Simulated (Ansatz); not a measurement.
Consider the silylene formation by 1,1-elimination: `N[SiH2][SiH](F)[SiH3]` → `F[SiH2][SiH3]` + `N[SiH]`.

Program: Ansatz. Geometries: PBE0-D4/def2-TZVP. ΔE: electronic, gas phase. CCSD(T)/CBS is the MP2 limit (def2-TZVPP, def2-QZVPP) plus CCSD(T) − MP2 in def2-TZVPP, frozen cores. This one scheme is used for every species. DFT in def2-TZVPP. One conformer a species, not always the lowest.

```json
{"level": "PBE0-D4", "ΔE (kJ/mol)": "163.7"}
{"level": "ωB97M-V", "ΔE (kJ/mol)": "136.2"}
{"level": "HF/def2-QZVPP", "ΔE (kJ/mol)": "126.3"}
{"level": "HF/CBS(def2)", "ΔE (kJ/mol)": "126.3"}
```

Question: What does CCSD(T)/CBS give? (An estimate is asked.)

Answer: Ansatz gave: +146.2 kJ/mol. The listed levels differ from it by 17.5, -10.0, -19.9, -19.9 kJ/mol.

Largest T1 diagnostic among the species: 0.015.

From PBE to PBE0 (25 % exact exchange), in def2-TZVPP and without D4, ΔE moves by +9.3 kJ/mol. In def2-TZVPP, CCSD(T) changes the Hartree–Fock value by +12.5 kJ/mol (the triples alone add +2.7 kJ/mol) and MP2 by +22.7 kJ/mol.
